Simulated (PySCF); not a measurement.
A PySCF script (with the pyscf-properties extension) for the NMR shieldings of SMILES CCO[Si@](C)(NC)[SiH2]N, C4H16N2OSi2, on a GFN2-xTB geometry:

```python
import basis_set_exchange as bse
import numpy as np
from pyscf import gto, dft
from pyscf.prop import nmr

atoms = """
C     2.512870    1.014786    1.323337
C     2.242461   -0.385813    0.789000
O     0.921903   -0.775185    1.020495
Si   -0.423081   -0.478670    0.146065
C    -1.733612   -0.099141    1.489821
N    -0.724639   -1.968353   -0.688479
C    -1.959625   -2.241211   -1.382023
Si   -0.222098    1.112447   -1.506135
N     0.134652    2.629131   -0.744260
H     3.568287    1.253266    1.223909
H     1.925398    1.738538    0.764537
H     2.233522    1.067142    2.372830
H     2.466324   -0.422787   -0.283656
H     2.879707   -1.116129    1.302065
H    -1.678473   -0.819220    2.302051
H    -1.617516    0.889241    1.925108
H    -2.732599   -0.156081    1.066962
H    -0.350138   -2.804162   -0.262166
H    -1.814124   -3.034500   -2.117794
H    -2.273737   -1.339304   -1.902569
H    -2.768045   -2.543163   -0.704928
H     0.920219    0.963540   -2.423174
H    -1.402522    1.191260   -2.399267
H    -0.437769    2.923593    0.031302
H     0.321702    3.424918   -1.333895
"""
names = dict.fromkeys(["C", "O", "Si", "N", "H"], "pcSseg-1")
basis = {el: gto.basis.parse(bse.get_basis(n, elements=[el], fmt="nwchem")) for el, n in names.items()}
mol = gto.M(atom=atoms, basis=basis, charge=0, verbose=0)
mf = dft.RKS(mol, xc="PBE0")
mf.grids.level = 2
mf.grids.alignment = dft.numint.BLKSIZE   # the property module wants whole blocks of grid points
mf.conv_tol = 1e-9
mf.kernel()

calc = nmr.RKS(mf)   # GIAO
C = mf.mo_coeff
Co = C[:, mf.mo_occ > 0]
resp = mf.gen_response(singlet=True, hermi=2)
def vind(x):   # induced exchange potential for any number of trial vectors
    d = np.einsum("pi,xij,qj->xpq", C, 2 * x.reshape(-1, C.shape[1], Co.shape[1]), Co, optimize=True)
    return np.einsum("xpq,pi,qj->xij", resp(d - d.transpose(0, 2, 1)), C, Co, optimize=True).ravel()
mo1, _ = nmr.rhf.solve_mo1(calc, with_cphf=vind)
sigma = calc.kernel(mo1)
for i, s in enumerate(sigma):   # ppm
    print("%2d %-2s %9.2f" % (i, mol.atom_pure_symbol(i), np.trace(s) / 3))
```

Q: Give the expected output.

A: 
```
 0 C     165.38
 1 C     123.02
 2 O     280.47
 3 Si    348.70
 4 C     183.60
 5 N     238.64
 6 C     157.18
 7 Si    419.55
 8 N     265.48
 9 H      30.94
10 H      29.00
11 H      30.52
12 H      27.54
13 H      27.62
14 H      31.46
15 H      31.71
16 H      31.68
17 H      31.86
18 H      28.97
19 H      29.43
20 H      29.02
21 H      26.87
22 H      26.63
23 H      32.30
24 H      31.74
```

These numbers come from an equivalent density-fitted implementation of the same equations, which agrees with the script to about 0.01 ppm for H and up to a few tenths of a ppm for heavy atoms, so last digits may differ.

Q: Turn these shieldings into chemical shifts. Scale: 13C (σ = 186.93 ppm), 29Si (σ = 349.16 ppm), 1H (σ = 31.72 ppm) vs TMS; H2O for 17O (σ = 336.08 ppm); NH3 for 15N (σ = 267.73 ppm) (reference shieldings calculated alike).

A: Averaging equivalent atoms: C 1: 63.9; C 6: 29.7; C 0: 21.5; C 4: 3.3; O 2: 55.6; Si 3: 0.5; Si 7: -70.4; N 5: 29.1; N 8: 2.3; H 22: 5.09; H 21: 4.85; H 12: 4.18; H 13: 4.10; H 18/19/20: 2.58; H 9/10/11: 1.56; H 14/15/16: 0.10; H 17: -0.14; H 23/24: -0.30 ppm. Experimental scales use liquid or dissolved standards, which lie at an offset from isolated NH3 (liquid NH3: subtract about 20 ppm) and H2O (liquid H2O: subtract about 36 ppm).

Size and cost of the density-fitted run: 247 basis functions, 72 s wall time on 1 thread of an Arm Neoverse V1, shared host; peak memory 1.1 GiB.
